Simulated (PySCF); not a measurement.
# How methods differ on the ionisation energy of Cr⁺

Cr⁺ [Ar] 3d5 [3d3/2^4 3d5/2^1, M_J = 5/2] → Cr²⁺ [Ar] 3d4 [3d3/2^4, M_J = 0], as a difference of total energies. All numbers are calculated (PySCF 2.14, the two-component X2C-1e Hamiltonian, in x2c-TZVPall-2c (6s7p4d1f, 54 functions)). Correlated levels: [Ne] frozen; the 6 highest virtual spinors dropped. "Screened" scales the spin-orbit matrix elements by Boettger's factors to mimic the two-electron term; Breit and QED terms are absent.

| method | ionisation energy (eV) |
| --- | --- |
| GHF (spin-free) | 15.094 |
| GMP2 (spin-free) | 16.440 |
| GHF (screened spin-orbit) | 15.061 |
| GMP2 (screened spin-orbit) | 16.406 |

Question: How much does correlation contribute at GMP2 (screened spin-orbit)?

Answer: 16.406 − (15.061) = 1.345 eV, measured against GHF (screened spin-orbit).

Errors of the correlated levels include the incompleteness of this basis and the frozen core.

The labels give the starting determinants; with spin-orbit coupling the two ends relaxed to ⟨J²⟩ = 8.75, ⟨L²⟩ = 0.00, ⟨S²⟩ = 8.75 and ⟨J²⟩ = 3.94, ⟨L²⟩ = 6.00, ⟨S²⟩ = 6.00.

The determinant of Cr²⁺ mixes levels of different J (the jj label is only the starting occupation), so the difference between spin-free and spin-orbit rows is not the physical spin-orbit shift.

For comparison: 16.486 eV (measured; NIST Atomic Spectra Database, ionization energies).
